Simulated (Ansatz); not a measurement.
`[OH][GeH2][SiH2][SiH3]` → Ge• + 8 H• + O• + 2 Si•  (atomization)

Program: Ansatz. Geometries: PBE0-D4/def2-TZVP. ΔE: electronic, gas phase. CBS: MP2 limit from def2 TZ/QZ plus the TZ coupled-cluster correction, frozen cores. This one scheme is used for every species, atoms too. Functionals use def2-TZVPP. HSE06 is defined as in plane-wave codes. Open shells (•) are unrestricted, without spin–orbit coupling. Spin–orbit coupling would lower the free atoms: a little for O, Si; clearly for Ge. For Ge outer-core shells are correlated without core-valence functions, so the limit isn't a true one: a few kJ/mol of doubt a bond, and 10 to 20 or more in all where bonds break to atoms. Scalar relativity is left out up to krypton. Each species was taken in one conformer, which may not be the lowest.

Question: What is ΔE at CCSD(T)/CBS? (Estimate.)

Answer: The calculation gave: +849.0 kcal/mol.

Question: What do these levels give: PBE-D4, HSE06-D4, PBE-QIDH, PBE, BLYP, r2SCANh, MP2/def2-SVP, HF/def2-TZVPP, MP2/def2-TZVPP, SCS-MP2/def2-TZVPP, CCSD/def2-TZVPP, HF/CBS(def2)? (An estimate is asked.)

Answer: Computed: PBE-D4 837.8, HSE06-D4 832.0, PBE-QIDH 831.8, PBE 831.5, BLYP 819.8, r2SCANh 839.4, MP2/def2-SVP 779.5, HF/def2-TZVPP 619.9, MP2/def2-TZVPP 823.0, SCS-MP2/def2-TZVPP 830.7, CCSD/def2-TZVPP 819.2, HF/CBS(def2) 621.2 kcal/mol.

Largest T1 diagnostic among the species: 0.013.

Leaving LDA and LC-ωPBE aside and taking each functional with its dispersion term where it has one, the values, not all of them listed here, spread over 29.3 kcal/mol, from revPBE-D4 to ωB97X-V. LDA lies +112.3 kcal/mol from PBE without D4, its usual overbinding. The D4 term adds +10.3 kcal/mol with B3LYP and +5.5 kcal/mol with PBE0; it sums over pairs of atoms, weighted by their polarisabilities, and B3LYP, whose exchange is more repulsive, gets the larger term. From BLYP to BHLYP (50 % exact exchange), in def2-TZVPP and without D4, ΔE moves by −0.8 kcal/mol: exact exchange takes away binding that semilocal exchange gives to molecules.

B3LYP here is the variant with VWN-RPA as its local correlation; programs differ in this.

For atomizations the MP2-based limit and the directly extrapolated one differ by several kJ/mol either way, and by 10 to 25 for some Ge, Se and Sn compounds, so smaller differences from it don't rank the levels.
